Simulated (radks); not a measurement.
The numbers below are computed, except where a source is named.
Question: Excited configurations of Au I: one electron is placed in a higher orbital outside [Xe] 4f14 5d10. The ground configuration is [Xe] 4f14 5d10 6s1. Level of theory: non-relativistic Kohn-Sham, r2SCAN, spin-unpolarised, spherical densities, point nucleus; meta-GGA in the generalised Kohn-Sham scheme; relativity is left out, which matters for an element this heavy (a radial shooting solver on a logarithmic mesh with Libxc functionals). Excitation = E - E(ground); binding = E(ion) - E, where the ion is the core of charge +1; n* = 1/sqrt(2 binding) in atomic units, and the quantum defect is n - n*.

| outer orbital | excitation (eV) | binding (eV) | n* | quantum defect | eigenvalue (eV) | <r> (bohr) |
|---|---|---|---|---|---|---|
| 7s | 4.656 | 2.308 | 2.428 | 4.572 | -1.369 | 9.156 |
| 7p | 5.360 | 1.604 | 2.912 | 4.088 | -0.923 | 12.16 |

Estimate the row for 6d.

Answer: excitation (eV) 5.529; binding (eV) 1.435; n* 3.079; quantum defect 2.921; eigenvalue (eV) -0.636; <r> (bohr) 11.06. The Delta-SCF ionisation energy is 6.964 eV (NIST Atomic Spectra Database: 9.226 eV, measured). Self-interaction in the functional shifts the binding energies and quantum defects, so they are the method's values and not measured ones. Relativity is left out here, which matters for elements this heavy. Spin polarisation and multiplet splitting are left out, so open shells lie too high by an amount that depends on their filling.

Beside tabulated values, note that spin-unpolarised runs miss the spin-polarisation part of the exchange energy of open shells.
